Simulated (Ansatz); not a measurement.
**Molecular dynamics of FGeH₃O**

Input file:

```yaml
crystal:
  periodic: [false, false, false]
  atoms:
    - { symbol: Ge, position_ang: [-0.216674, -0.037021, 0.337874] }
    - { symbol: H, position_ang: [0.88261, -0.001867, 1.54242] }
    - { symbol: O, position_ang: [1.772771, -0.030296, 0.433716] }
    - { symbol: H, position_ang: [2.21268, -0.884458, 0.275593] }
    - { symbol: F, position_ang: [-0.538096, 1.350435, -0.684862] }
    - { symbol: H, position_ang: [-0.590093, -1.242796, -0.585541] }
basis:
  gaussian: { orbitals: def2-SVP }
hamiltonian:
  xc: b3lyp
  dispersion: d4
md:
  timestep: 0.5
  n_steps: 200
  ensemble: nve
  temperature: 100.0
  initial_velocities: maxwell_boltzmann
  seed: 5191
```

Run as:

```bash
$ ansatz run input.yaml --threads 1 --pin off --max-ram 2048MiB --backend cpu --events-out ev --progress --plain --runs-dir out
```

It starts at the highest image of a converged band. Of that band: Neighbouring images differ by up to 1.4 eV, so the band resolves the path poorly. A vibrational analysis at the climbing image gives one clearly imaginary mode, 1402i cm⁻¹: a first-order saddle point.

Output, in part (step lines, the closing report, with atoms numbered from 0):

```
md step     0: t =     0.00 fs  T =   100.0 K  F+E_penalty+E_count = -61320.26888023 eV  E_kin = 0.051704 eV  conserved = -61320.21717623 eV  (27 SCF iters)
md step     1: t =     0.50 fs  T =    96.2 K  F+E_penalty+E_count = -61320.26688157 eV  E_kin = 0.049727 eV  conserved = -61320.21715455 eV  (27 SCF iters)
md step     2: t =     1.00 fs  T =    85.9 K  F+E_penalty+E_count = -61320.26150421 eV  E_kin = 0.044434 eV  conserved = -61320.21707002 eV  (27 SCF iters)
md step     3: t =     1.50 fs  T =    71.8 K  F+E_penalty+E_count = -61320.25409515 eV  E_kin = 0.037138 eV  conserved = -61320.21695715 eV  (27 SCF iters)
md step     4: t =     2.00 fs  T =    57.2 K  F+E_penalty+E_count = -61320.24644237 eV  E_kin = 0.029582 eV  conserved = -61320.21686079 eV  (27 SCF iters)
md step     5: t =     2.50 fs  T =    45.0 K  F+E_penalty+E_count = -61320.24007253 eV  E_kin = 0.023258 eV  conserved = -61320.21681471 eV  (25 SCF iters)
md step     6: t =     3.00 fs  T =    36.6 K  F+E_penalty+E_count = -61320.23573533 eV  E_kin = 0.018915 eV  conserved = -61320.21682056 eV  (24 SCF iters)
md step     7: t =     3.50 fs  T =    32.0 K  F+E_penalty+E_count = -61320.23337160 eV  E_kin = 0.016520 eV  conserved = -61320.21685137 eV  (24 SCF iters)
[... lines left out ...]
Total energy: -61321.53657853 eV, -2253.5249040308 hartree
Atom 0 at    -0.176828    -0.032026     0.377710 Å, force     0.059941     1.750538     1.028372 eV/Å
Atom 1 at    -0.875526     0.599524     1.848826 Å, force     0.750422    -1.090156    -1.849152 eV/Å
Atom 2 at     1.583103    -0.164523     0.282030 Å, force     1.375805     1.010626     0.319281 eV/Å
Atom 3 at     2.043207     0.619867    -0.054640 Å, force     0.066753     0.075689     0.332737 eV/Å
Atom 4 at    -0.464705     1.340775    -0.727008 Å, force    -0.254136    -0.853284     0.356606 eV/Å
Atom 5 at     0.093658    -1.395885    -0.230121 Å, force    -1.998784    -0.893412    -0.187844 eV/Å
Dipole moment:    -0.120905    -0.112968     0.166385 e Å
```

The steps, from the saved trajectory:

```tsv
time (fs)	T (K)	potential energy less start (eV)	conserved less start (meV/atom)
0	100	0.000	0.00
3	37	0.033	0.06
6	50	0.026	0.06
9	148	-0.025	0.02
12	269	-0.087	0.11
15	866	-0.395	0.17
18	2268	-1.121	0.03
21	3863	-1.947	-0.29
24	4149	-2.095	-0.28
27	3221	-1.614	-0.09
30	2287	-1.131	-0.01
33	1820	-0.889	-0.02
36	1596	-0.775	-0.27
39	1168	-0.550	0.30
42	2434	-1.210	-0.52
45	2516	-1.250	-0.12
48	2388	-1.183	-0.02
51	2915	-1.456	-0.05
54	3718	-1.873	-0.44
57	2973	-1.485	0.03
60	2230	-1.102	-0.16
63	1611	-0.781	0.07
66	1581	-0.766	0.02
69	2073	-1.021	-0.14
72	2129	-1.049	-0.03
75	2216	-1.095	-0.14
78	2246	-1.110	-0.02
81	2519	-1.250	0.06
84	3432	-1.723	-0.14
87	3838	-1.936	-0.55
90	2475	-1.227	0.22
93	2276	-1.127	-0.32
96	1989	-0.977	0.01
99	2305	-1.140	-0.03
```

All steps were run. The conserved energy stayed within 0.58 meV per atom of its start (net change -0.096 meV per atom), so the integration is sound. The kinetic energy rose, since the run started high on the potential surface and went downhill. A run of 0.1 ps of so small a system gives no equilibrium averages. The orbitals stay closed-shell, which can raise the energy where a bond breaks towards radicals; this wasn't checked here.

Between its relaxed ends the band would form H2–O3 and break Ge1–H2. These pairs go: H2–O3 1.42 → 3.01 Å, Ge1–H2 1.63 → 1.75 Å. In the last frame they stand as before the step (other bonds may differ from the relaxed reactants and products). It ends as one piece, FGeH3O. Pairs count as bonded within 1.25 times the sum of covalent radii (0.12 Å more for H–H).

Last frame:

```xyz
6
Properties=species:S:1:pos:R:3
Ge -0.177 -0.032 0.378
H -0.875 0.600 1.849
O 1.583 -0.165 0.282
H 2.043 0.620 -0.055
F -0.465 1.341 -0.727
H 0.094 -1.396 -0.230
```

Time of the run: 6.5 min on 1 thread of Arm Neoverse V2, on a shared host, peak memory 0.14 GiB.
